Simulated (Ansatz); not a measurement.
Calculation: Ansatz (a program for electronic structure) with CAM-B3LYP-D3(BJ)/def2-TZVP. No frequencies were computed at this level.

Ansatz 0.2 input:
```yaml
crystal:
  periodic: [false, false, false]
  atoms:
    - { symbol: C, position_ang: [-0.998659, -0.216302, -0.001547] }
    - { symbol: B, position_ang: [0.3423, 0.568064, 0.184651] }
    - { symbol: C, position_ang: [1.643604, -0.083901, -0.249071] }
    - { symbol: N, position_ang: [2.627942, -0.57685, -0.57978] }
    - { symbol: H, position_ang: [-1.877947, 0.421443, -0.0453] }
    - { symbol: H, position_ang: [-1.123988, -0.858624, 0.87406] }
    - { symbol: H, position_ang: [-1.002913, -0.881535, -0.86278] }
    - { symbol: H, position_ang: [0.38966, 1.627706, 0.679767] }
basis:
  gaussian: { orbitals: def2-tzvp }
hamiltonian:
  xc: cam_b3lyp
  dispersion: d3bj
relax:
  max_steps: 150
```

Output:

```
Functional definition: CAM-B3LYP
860 factors; their error is unknown
292 factors; integrals over basis functions are off by at most 1.4e-6 eV
mean field evaluation 1: about -4298.6804 eV, gradient 5.2e1 eV
mean field evaluation 2: about -4298.4329 eV, gradient 5.2e1 eV
mean field evaluation 4: about -4304.1633 eV, gradient 2.5e0 eV
mean field evaluation 8: about -4304.1768 eV, gradient 2.9e-2 eV
mean field evaluation 16: about -4304.1711 eV, gradient 2.5e-5 eV
mean field -4304.17111200 eV, -158.1753708941 hartree, gradient 2.5e-5 eV, S^2 0.000000; 0 other end points of the search recorded, 0 dependent functions left out
reference -4304.17122713 eV, -158.1753751250 hartree; 14, 14 occupied and 134, 134 virtual orbitals, 860 factors
relax step   1: F+E_penalty+E_count = -4304.26512786 eV  Δ(F+E_penalty+E_count) = +0.000e0 eV  max|allowed force component| = 8.555e-1 eV/Å  Δτ_max = 0.0000 Å  (28 SCF iters, accepted)
these checks for a lower state are left out or cut short: starts, cluster_reference, orbital_swaps, neighbouring_geometries, increment
860 factors; their error is unknown
292 factors; integrals over basis functions are off by at most 1.4e-6 eV
mean field -4304.18591366 eV, -158.1759148451 hartree, gradient 1.4e-5 eV, S^2 0.000000; 0 other end points of the search recorded, 0 dependent functions left out
reference -4304.18602851 eV, -158.1759190658 hartree; 14, 14 occupied and 134, 134 virtual orbitals, 860 factors
relax step   2: F+E_penalty+E_count = -4304.27980613 eV  Δ(F+E_penalty+E_count) = -1.468e-2 eV  max|allowed force component| = 3.863e-1 eV/Å  Δτ_max = 0.0182 Å  (34 SCF iters, accepted)
these checks for a lower state are left out or cut short: starts, cluster_reference, orbital_swaps, neighbouring_geometries, increment
860 factors; their error is unknown
292 factors; integrals over basis functions are off by at most 1.4e-6 eV
mean field -4304.18900574 eV, -158.1760284768 hartree, gradient 1.4e-5 eV, S^2 0.000000; 0 other end points of the search recorded, 0 dependent functions left out
reference -4304.18912039 eV, -158.1760326903 hartree; 14, 14 occupied and 134, 134 virtual orbitals, 860 factors
relax step   3: F+E_penalty+E_count = -4304.28283796 eV  Δ(F+E_penalty+E_count) = -3.032e-3 eV  max|allowed force component| = 6.142e-2 eV/Å  Δτ_max = 0.0140 Å  (34 SCF iters, accepted)
these checks for a lower state are left out or cut short: starts, cluster_reference, orbital_swaps, neighbouring_geometries, increment
860 factors; their error is unknown
292 factors; integrals over basis functions are off by at most 1.5e-6 eV
mean field evaluation 32: about -4304.1903 eV, gradient 1.2e0 eV
mean field -4304.18868904 eV, -158.1760168384 hartree, gradient 1.3e-5 eV, S^2 0.000000; 0 other end points of the search recorded, 0 dependent functions left out
reference -4304.18880366 eV, -158.1760210506 hartree; 14, 14 occupied and 134, 134 virtual orbitals, 860 factors
relax step   4: F+E_penalty+E_count = -4304.28251200 eV  Δ(F+E_penalty+E_count) = +3.260e-4 eV  max|allowed force component| = 1.357e-1 eV/Å  Δτ_max = 0.0175 Å  (34 SCF iters, rejected (line search))
these checks for a lower state are left out or cut short: starts, cluster_reference, orbital_swaps, neighbouring_geometries, increment
860 factors; their error is unknown
292 factors; integrals over basis functions are off by at most 1.4e-6 eV
mean field -4304.18949518 eV, -158.1760464635 hartree, gradient 1.3e-5 eV, S^2 0.000000; 0 other end points of the search recorded, 0 dependent functions left out
reference -4304.18960983 eV, -158.1760506766 hartree; 14, 14 occupied and 134, 134 virtual orbitals, 860 factors
relax step   5: F+E_penalty+E_count = -4304.28332237 eV  Δ(F+E_penalty+E_count) = -4.844e-4 eV  max|allowed force component| = 1.752e-2 eV/Å  Δτ_max = 0.0085 Å  (36 SCF iters, accepted)
these checks for a lower state are left out or cut short: starts, cluster_reference, orbital_swaps, neighbouring_geometries, increment
860 factors; their error is unknown
292 factors; integrals over basis functions are off by at most 1.4e-6 eV
mean field -4304.19001867 eV, -158.1760657013 hartree, gradient 1.5e-5 eV, S^2 0.000000; 0 other end points of the search recorded, 0 dependent functions left out
reference -4304.19013322 eV, -158.1760699111 hartree; 14, 14 occupied and 134, 134 virtual orbitals, 860 factors
relax step   6: F+E_penalty+E_count = -4304.28379620 eV  Δ(F+E_penalty+E_count) = -4.738e-4 eV  max|allowed force component| = 2.794e-2 eV/Å  Δτ_max = 0.0544 Å  (34 SCF iters, accepted)
these checks for a lower state are left out or cut short: starts, cluster_reference, orbital_swaps, neighbouring_geometries, increment
860 factors; their error is unknown
292 factors; integrals over basis functions are off by at most 1.4e-6 eV
mean field -4304.19019444 eV, -158.1760721609 hartree, gradient 1.3e-5 eV, S^2 0.000000; 0 other end points of the search recorded, 0 dependent functions left out
reference -4304.19030900 eV, -158.1760763707 hartree; 14, 14 occupied and 134, 134 virtual orbitals, 860 factors
relax step   7: F+E_penalty+E_count = -4304.28394624 eV  Δ(F+E_penalty+E_count) = -1.500e-4 eV  max|allowed force component| = 1.211e-2 eV/Å  Δτ_max = 0.0092 Å  (36 SCF iters, accepted)
these checks for a lower state are left out or cut short: starts, cluster_reference, orbital_swaps, neighbouring_geometries, increment
860 factors; their error is unknown
292 factors; integrals over basis functions are off by at most 1.4e-6 eV
mean field evaluation 64: about -4304.1903 eV, gradient 4.4e-3 eV
mean field -4304.19028376 eV, -158.1760754433 hartree, gradient 1.3e-5 eV, S^2 0.000000; 0 other end points of the search recorded, 0 dependent functions left out
reference -4304.19039833 eV, -158.1760796538 hartree; 14, 14 occupied and 134, 134 virtual orbitals, 860 factors
relax step   8: F+E_penalty+E_count = -4304.28398976 eV  Δ(F+E_penalty+E_count) = -4.353e-5 eV  max|allowed force component| = 1.655e-2 eV/Å  Δτ_max = 0.0203 Å  (34 SCF iters, accepted)
these checks for a lower state are left out or cut short: starts, cluster_reference, orbital_swaps, neighbouring_geometries, increment
860 factors; their error is unknown
292 factors; integrals over basis functions are off by at most 1.4e-6 eV
mean field -4304.19029834 eV, -158.1760759790 hartree, gradient 1.3e-5 eV, S^2 0.000000; 0 other end points of the search recorded, 0 dependent functions left out
reference -4304.19041291 eV, -158.1760801892 hartree; 14, 14 occupied and 134, 134 virtual orbitals, 860 factors
relax step   9: F+E_penalty+E_count = -4304.28400077 eV  Δ(F+E_penalty+E_count) = -1.100e-5 eV  max|allowed force component| = 9.766e-3 eV/Å  Δτ_max = 0.0018 Å  (36 SCF iters, accepted)
860 factors; their error is unknown
292 factors; integrals over basis functions are off by at most 1.4e-6 eV
mean field evaluation 96: about -4304.1903 eV, gradient 2.5e-5 eV
mean field -4304.19029834 eV, -158.1760759790 hartree, gradient 1.3e-5 eV, S^2 0.000000; 1 other end points of the search recorded, 0 dependent functions left out
reference -4304.19041291 eV, -158.1760801892 hartree; 14, 14 occupied and 134, 134 virtual orbitals, 860 factors
Total energy: -4304.28411533 eV, -158.1795236899 hartree
Atom 0 at    -1.004570    -0.216542    -0.020389 Å, force    -0.006073    -0.006599     0.007083 eV/Å
Atom 1 at     0.327685     0.532794     0.189513 Å, force     0.001287    -0.002071    -0.002166 eV/Å
Atom 2 at     1.658441    -0.077663    -0.274423 Å, force     0.001243     0.000216     0.000150 eV/Å
Atom 3 at     2.651282    -0.534445    -0.624715 Å, force    -0.002296     0.000882     0.000472 eV/Å
Atom 4 at    -1.862374     0.448162    -0.116082 Å, force     0.003988    -0.001992     0.000600 eV/Å
Atom 5 at    -1.164446    -0.776924     0.914154 Å, force     0.000963     0.005659    -0.009766 eV/Å
Atom 6 at    -0.997681    -0.949902    -0.824830 Å, force     0.000541     0.002228     0.002633 eV/Å
Atom 7 at     0.391661     1.574520     0.756771 Å, force     0.000347     0.001678     0.000994 eV/Å
Dipole moment:    -0.692646     0.163204     0.190506 e Å
```

Cost: very roughly 30 core-seconds.
